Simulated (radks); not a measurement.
Q: Coherent X-ray form factor from a spherical all-electron density. Method: scalar-relativistic Kohn-Sham, exchange-only LDA, spin-unpolarised, spherical densities, finite nucleus; Fermi nuclear charge, rms radius of each element as measured or else 0.836 A^(1/3) + 0.57 fm; computed with a radial shooting solver on a logarithmic mesh with Libxc functionals.

sin(theta)/lambda (1/angstrom)  f0 (electrons)
0.05                                    11.840
0.1                                     11.398
0.15                                    10.767
0.2                                     10.058
0.25                                     9.356
0.3                                      8.709
0.4                                      7.598
0.5                                      6.648
0.6                                      5.774
0.8                                      4.239
1                                        3.100
1.25                                     2.220
1.5                                      1.747
2                                        1.333

The species is in the configuration that NIST lists as its ground one. Which atom or ion scatters so?

A: The phosphorus ion P3+, [Ne] 3s2. Extrapolating in s^2 from the first two rows gives f0(0) = 12.0, near the electron count 12; among species with that count, the fall with angle is slower the higher Z, and the table is that of Z = 15; from so few rows the species is fixed only to a neighbour or two.
